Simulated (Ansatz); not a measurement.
A structure relaxed at PBE0-D4/def2-TZVP, charge 0, multiplicity 1:

```xyz
9

C    -0.839   -1.056   -0.545
O     0.332   -0.809    0.220
Ge    0.830    0.830    0.540
Cl    1.199    1.869   -1.278
Cl    2.592    0.711    1.693
Cl   -0.685    1.878    1.602
H    -0.951   -2.138   -0.608
H    -0.750   -0.650   -1.558
H    -1.728   -0.635   -0.066
```

Task: Give its formula and SMILES.

Result: CH3Cl3GeO, `C[O][Ge]([Cl])([Cl])[Cl]`.

Task: Point group (tolerance 0.08 Å, 0.16 Å for H)?

Result: Cs.

Task: Summarise the bond lengths by kind.

Result: 1 × C–O 1.420 Å; 3 × C–H 1.090 to 1.094 Å; 1 × Ge–O 1.743 Å; 3 × Cl–Ge 2.108 to 2.126 Å.

All numbers were calculated with Ansatz.
